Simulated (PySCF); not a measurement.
Spin states and ions at one geometry of Hf(NH2)4

PySCF 2.14.0, RKS BP86, Hf def2-SVP with ECP60, N def2-SVP, H def2-SVP; non-relativistic Hamiltonian with scalar-relativistic core potentials where named; density fitting; no spin-orbit coupling; singlets restricted, open shells unrestricted. The geometry is relaxed for charge 0, singlet, vacuum:

```xyz
13

Hf    0.0000    0.0000    0.0000
N     1.2089    1.2300    1.1283
H     2.0681    0.9045    1.5917
H     1.1363    2.2421    1.2862
N    -1.2090   -1.1282    1.2300
H    -1.1362   -1.2864    2.2421
H    -2.0681   -1.5917    0.9045
N     1.2089   -1.2300   -1.1283
H     1.1363   -2.2421   -1.2862
H     2.0681   -0.9045   -1.5917
N    -1.2090    1.1282   -1.2300
H    -2.0681    1.5917   -0.9045
H    -1.1362    1.2864   -2.2421
```

Energies count from the relaxed state; an electron taken off or put on is at rest in vacuum. Charges and spins are Mulliken's.

| state | energy (eV) | spin squared | charge on Hf1 (e) | spin on Hf1 (e) | dipole about the centre of mass (D) |
| --- | --- | --- | --- | --- | --- |
| charge 0, singlet, vacuum | 0.00 | 0.00 | 0.73 | 0.00 | 0.00 |
| charge +1, doublet, vacuum | 7.82 | 0.76 | 0.98 | -0.05 | 0.16 |

Task: What does the state charge 0, triplet, vacuum give?

Result: energy (eV) 4.71, spin squared 2.00, charge on Hf1 (e) 0.24, spin on Hf1 (e) 0.90, dipole about the centre of mass (D) 1.39.

With an electron taken off (doublet) the charges change, summed by element, by Hf +0.25 e, N +0.30 e, H +0.45 e. The vertical ionisation energy is 7.82 eV, against −ε(HOMO) = 5.21 eV of the relaxed state. The level lies 2.6 eV too high, as is usual for semilocal functionals and global hybrids, which keep a self-interaction error.

Open shells may have lower solutions than those found. Hard to converge, so the more doubtful: charge 0, triplet, vacuum; charge +1, doublet, vacuum.
